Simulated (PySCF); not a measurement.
Species: C₆H₉BO₂S.
Bonds: C1–O2, O2–B3, B3–O4, O4–C5, B3–C6, C6–C7 (aromatic), C7–C8 (aromatic), C8–C9 (aromatic), C9–S10 (aromatic), C6–S10 (aromatic). Hydrogens: H11, H12, H13 on C1; H14, H15, H16 on C5; H17 on C7; H18 on C8; H19 on C9.

Level: PBE0/pcSseg-1 in PySCF, non-relativistic, on one gas-phase PBE0-D3(BJ)/def2-SVP geometry that isn't relaxed in the solvent. The solvent is an IEF-PCM continuum (van der Waals radii × 1.2). Specific hydrogen bonds and non-electrostatic terms are outside this model.

Gas phase at PBE0/pcSseg-1: HOMO -6.85 eV, LUMO -0.90 eV, dipole 0.89 D.

Q: What does the continuum do to the energy, the frontier levels and the dipole at PBE0/pcSseg-1 in benzene and chloroform?

A: 
```json
{"solvent": "benzene", "ε": "2.271", "E(solvent) − E(gas) (kcal/mol)": "-2.11", "polarisation term (kcal/mol)": "-2.21", "distortion of the solute (kcal/mol)": "0.10", "HOMO (eV)": "-6.90", "LUMO (eV)": "-0.95", "dipole (D)": "1.02"}
{"solvent": "chloroform", "ε": "4.711", "E(solvent) − E(gas) (kcal/mol)": "-3.41", "polarisation term (kcal/mol)": "-3.68", "distortion of the solute (kcal/mol)": "0.27", "HOMO (eV)": "-6.95", "LUMO (eV)": "-0.99", "dipole (D)": "1.13"}
```

The polarisation term is half the interaction of the solute with the surface charges that it induces; the rest is the cost of distorting the solute's density. The sum is the electrostatic part of solvation alone. From benzene to chloroform the lowering changes by a factor 1.62, Onsager's factor (ε − 1)/(2ε + 1) by 1.55 and ε itself by 2.1.

Q: Which ESP-fitted charges (PBE0/pcSseg-1) respond most in benzene (means over atoms taken as equivalent)?

A: 
| atoms | environment | gas (e) | solvent (e) | change |
| --- | --- | --- | --- | --- |
| B3 | three-coordinate boron | +0.742 | +0.759 | +0.017 |
| O2/O4 | boron-bound oxygen | -0.397 | -0.414 | -0.017 |
| C6 | substituted aromatic carbon | -0.316 | -0.330 | -0.014 |
| H19 | aromatic hydrogen | +0.194 | +0.204 | +0.010 |
| C7 | aromatic CH carbon | -0.026 | -0.034 | -0.008 |
| C9 | aromatic CH next to a ring sulfur | -0.174 | -0.181 | -0.007 |

The run took 44 s wall on one thread of an Arm Neoverse V1 (shared host). This is the whole shielding run at PBE0/pcSseg-1 in chloroform, SCF included.

The values belong to the conformer `[CH3:1][O:2][B:3]([O:4][CH3:5])[c:6]1[cH:7][cH:8][cH:9][s:10]1`: C1–O2–B3–O4 0°, O2–B3–O4–C5 -179°, O2–B3–C6–C7 0°.
